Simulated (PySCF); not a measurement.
An equivalent PySCF input for As(3+) (arsenic, charge +3), [Ar] 3d10 4s2, closed-shell 1S, with the spin-free X2C one-electron Hamiltonian (Gaussian nucleus):

```python
from pyscf import gto, scf, dft, mp, cc
import basis_set_exchange as bse
mol = gto.M(atom="As 0 0 0", charge=3, spin=0, symmetry="D2h",
            basis=gto.basis.parse(bse.get_basis("x2c-TZVPPall", elements=["As"], fmt="nwchem", augment_diffuse=1)),
            nucmod="G")
mf = dft.UKS(mol, xc="PBE0").sfx2c1e()
mf.irrep_nelec = {'Ag': (6, 6), 'B1g': (1, 1), 'B2g': (1, 1), 'B3g': (1, 1), 'B1u': (2, 2), 'B2u': (2, 2), 'B3u': (2, 2)}
mf.kernel()
```

It reaches the same state as the run whose output follows, with an energy that differs only through the grid. The run itself started from symmetry-adapted Hartree-Fock orbitals and held the occupation by maximum overlap, on a logarithmic radial grid, so the iterations belong to that start.

```
SCF conv_tol = 1e-09
number electrons alpha = 15  beta = 15
XC functionals = PBE0
    C. Adamo and V. Barone.,  J. Chem. Phys. 110, 6158 (1999)
    M. Ernzerhof and G. E. Scuseria.,  J. Chem. Phys. 110, 5029 (1999)
cycle= 1 E= -2258.35358604936  delta_E= -0.00523  |g|= 0.107  |ddm|= 0.165
cycle= 2 E= -2258.35380143644  delta_E= -0.000215  |g|= 0.0947  |ddm|= 0.0754
cycle= 3 E= -2258.35475953942  delta_E= -0.000958  |g|= 0.00113  |ddm|= 0.0324
cycle= 4 E= -2258.35475967331  delta_E= -1.34e-07  |g|= 1.65e-05  |ddm|= 0.00069
cycle= 5 E= -2258.35475967334  delta_E= -3.27e-11  |g|= 5.32e-08  |ddm|= 5.78e-06
converged SCF energy = -2258.35475967334  <S^2> = -1.4210855e-14  2S+1 = 1
```
